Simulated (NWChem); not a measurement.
Species: CH₃AlCl, doublet; SMILES [CH3][Al][Cl]

All runs: NWChem. Pople sets run with spherical d functions. Spin-unrestricted. The geometry was optimised at B3LYP/6-31G* (spherical d), spin-unrestricted. The spin multiplicity was typed, not searched, and may not be the lowest. No stability test was run on the SCF state. B3LYP is NWChem's, with the RPA form of VWN correlation. Vertical excitations in the gas phase; the lowest state need not have the same character in each row. Excited states of an open shell can be spin-contaminated.

| level | lowest excitation (eV) | oscillator strength of that lowest state | lowest empty minus highest occupied level, either spin (eV) |
|---|---|---|---|
| PBE/6-31G*, TDA | ___ | 0.037 | ___ |
| B3LYP/6-31G*, TDA | 2.65 | 0.042 | 2.67 |
| BHandHLYP/6-31G*, TDA | 2.77 | 0.048 | 4.81 |
| LDA (Slater exchange, VWN5)/6-31G*, TDA | 2.47 | 0.037 | 1.10 |

### Question
What belongs in the gaps?

### Answer

- PBE/6-31G*, TDA, lowest excitation (eV): 2.52
- PBE/6-31G*, TDA, lowest empty minus highest occupied level, either spin (eV): 1.46
